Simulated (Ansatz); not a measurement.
Input and output for `C[CH2][Mg][OH]`.

```yaml
crystal:
  periodic: [false, false, false]
  atoms:
    - {symbol: C, position_ang: [-1.341931, 0.759491, 0.368696]}
    - {symbol: C, position_ang: [-0.414154, -0.428873, 0.629760]}
    - {symbol: Mg, position_ang: [1.323741, -0.531227, -0.528176]}
    - {symbol: O, position_ang: [2.792805, -0.623660, -1.501904]}
    - {symbol: H, position_ang: [-1.703383, 0.779978, -0.663944]}
    - {symbol: H, position_ang: [-2.230263, 0.745749, 1.011793]}
    - {symbol: H, position_ang: [-0.842974, 1.717349, 0.544656]}
    - {symbol: H, position_ang: [-0.112730, -0.437160, 1.684644]}
    - {symbol: H, position_ang: [-0.965660, -1.366436, 0.486511]}
    - {symbol: H, position_ang: [3.577852, -0.666512, -2.029138]}
basis:
  gaussian: {orbitals: def2-TZVP}
total_charge: 1
magnetization: {spin_polarized: true, initial_magnetization: 1}
hamiltonian: {xc: {name: revPBE0}, dispersion: d4}
output: {forces: true}
```

```sh
$ ansatz run in.yaml --threads 4 --pin off --events-out ev --progress --plain --max-ram 10444MiB
```

It prints (some lines left out):

```
Functional definition: revPBE0
1063 factors; their error is unknown
mean field evaluation 1: about -9633.7849 eV, gradient 7.4e1 eV
mean field evaluation 2: about -9524.3703 eV, gradient 1.3e2 eV
mean field evaluation 4: about -9653.2100 eV, gradient 1.2e1 eV
mean field evaluation 8: about -9653.9709 eV, gradient 6.1e-2 eV
mean field evaluation 16: about -9653.9890 eV, gradient 2.5e-3 eV
mean field evaluation 32: about -9653.9891 eV, gradient 8.3e-6 eV
mean field -9653.98905139 eV, -354.7775539298 hartree, gradient 3.7e-8 eV, S^2 0.753846; 6 other end points of the search recorded, 0 dependent functions left out
reference -9653.98909502 eV, -354.7775555330 hartree; 19, 18 occupied and 142, 143 virtual orbitals, 1063 factors
Total energy: -9654.24903346 eV, -354.7871080948 hartree
Atom 0 at    -1.341931     0.759491     0.368696 Å, force     1.839975     0.052926    -1.351949 eV/Å
Atom 1 at    -0.414154    -0.428873     0.629760 Å, force    -4.388531     0.848139     2.462613 eV/Å
Atom 2 at     1.323741    -0.531227    -0.528176 Å, force     2.050467    -0.177590    -1.326238 eV/Å
Atom 3 at     2.792805    -0.623660    -1.501904 Å, force    -1.112267     0.055483     0.773251 eV/Å
Atom 4 at    -1.703383     0.779978    -0.663944 Å, force    -0.215086    -0.123020     0.049533 eV/Å
Atom 5 at    -2.230263     0.745749     1.011793 Å, force    -0.049743    -0.420310     0.361410 eV/Å
Atom 6 at    -0.842974     1.717349     0.544656 Å, force    -0.080225     0.023305     0.238262 eV/Å
Atom 7 at    -0.112730    -0.437160     1.684644 Å, force     1.184451     0.152827    -0.177845 eV/Å
Atom 8 at    -0.965660    -1.366436     0.486511 Å, force     0.653620    -0.422090    -0.920197 eV/Å
Atom 9 at     3.577852    -0.666512    -2.029138 Å, force     0.117338     0.010329    -0.108839 eV/Å
Dipole moment:    -0.790899    -0.012808     0.574026 e Å
```

Hardware: 4 threads of an Arm Neoverse V1 on a shared host. Wall time 13 s, peak host memory 0.55 GiB.
